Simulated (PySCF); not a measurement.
## How methods differ on the excitation energy of Sb

Sb [Kr] 4d10 5s2 5p3 (4S) → Sb [Kr] 4d10 5s1 5p3 6s1 (6S), as a difference of total energies. Calculation: PySCF 2.14, in aug-cc-pwCVTZ-PP with ECP28MDF; scalar relativity through the core potential. Correlated levels: valence: 4s2 4p6 4d10 frozen; valence and next inner shell: nothing frozen outside the core potential. The calculations carry no spin-orbit coupling.

| method | excitation energy (eV) |
| --- | --- |
| UHF | 9.705 |
| LDA | 12.380 |
| PBE | 12.073 |
| PBE0 | 11.766 |
| r2SCAN | 11.703 |
| PW91 | 12.113 |
| HSE06 | 11.809 |
| MP2 (valence) | 10.770 |
| SCS-MP2 (valence) | 11.158 |
| MP2 (valence and next inner shell) | 11.758 |
| SCS-MP2 (valence and next inner shell) | 11.951 |

Estimate what M06-L gives.

12.400 eV, closest to LDA among the rows shown.

Estimate what TPSS gives.

12.021 eV, closest to PBE among the rows shown.

The upper state lies above the first ionisation limit, but in LS coupling its spin forbids autoionisation to the ground ion; at this Z spin-orbit coupling breaks that rule. A Rydberg-like electron needs more diffuse functions than a valence basis has.

The promoted electron is Rydberg-like, and one or two diffuse shells describe it only roughly, which tends to raise the upper state.
